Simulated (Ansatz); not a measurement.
All numbers were calculated with Ansatz.

A structure relaxed at PBE0-D4/def2-TZVP, charge 0, multiplicity 1:

```json
{"atom": "B1", "x (Å)": "-0.838", "y (Å)": "2.181", "z (Å)": "-0.109"}
{"atom": "S2", "x (Å)": "-1.557", "y (Å)": "0.704", "z (Å)": "0.503"}
{"atom": "C3", "x (Å)": "-0.383", "y (Å)": "-0.599", "z (Å)": "0.285"}
{"atom": "C4", "x (Å)": "-0.748", "y (Å)": "-1.817", "z (Å)": "0.690"}
{"atom": "Si5", "x (Å)": "1.307", "y (Å)": "-0.323", "z (Å)": "-0.475"}
{"atom": "H6", "x (Å)": "-1.525", "y (Å)": "3.151", "z (Å)": "-0.025"}
{"atom": "H7", "x (Å)": "0.258", "y (Å)": "2.213", "z (Å)": "-0.574"}
{"atom": "H8", "x (Å)": "-0.077", "y (Å)": "-2.663", "z (Å)": "0.587"}
{"atom": "H9", "x (Å)": "-1.720", "y (Å)": "-2.013", "z (Å)": "1.135"}
{"atom": "H10", "x (Å)": "2.107", "y (Å)": "0.638", "z (Å)": "0.325"}
{"atom": "H11", "x (Å)": "1.197", "y (Å)": "0.177", "z (Å)": "-1.868"}
{"atom": "H12", "x (Å)": "1.977", "y (Å)": "-1.649", "z (Å)": "-0.474"}
```

(1) Give its formula and SMILES.

(2) Point group (tolerance 0.08 Å, 0.16 Å for H)?

(3) Summarise the bond lengths by kind.

Answers

(1) C2H7BSSi, `BSC(=C)[SiH3]`.

(2) Cs.

(3) 1 × B–S 1.753 Å; 2 × B–H 1.191 Å; 1 × C–S 1.768 Å; 1 × C–C 1.334 Å; 1 × C–Si 1.873 Å; 2 × C–H 1.085 to 1.087 Å; 3 × H–Si 1.484 to 1.486 Å.
